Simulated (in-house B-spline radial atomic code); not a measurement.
What moves the levels of Pd II (Pd+) ([Kr] 4d9)? Method: Dirac-Hartree-Fock, average of the jj configuration, Fermi nucleus of rms radius 4.4827 fm. Calculated with a B-spline radial code for spherical atoms.

Baseline run (computed): total energy -5044.1721 hartree, 1s1/2 at -900.534 hartree, 4d5/2 at -20.326 eV with <r> = 1.45 bohr.

Changing the nucleus:

```csv
nucleus,ΔE (eV)
"Fermi nucleus of rms radius 4.5078 fm, A = 104",0.0273
"Fermi nucleus of rms radius 4.515 fm, A = 105",0.0352
"Fermi nucleus of rms radius 4.5318 fm, A = 106",0.0535
"Fermi nucleus of rms radius 4.5563 fm, A = 108",0.0804
"Fermi nucleus of rms radius 4.5782 fm, A = 110",0.105
```

A larger nucleus binds the electrons less, roughly as the density at the nucleus times the change of the nuclear <r²>. The reference is A = 102.
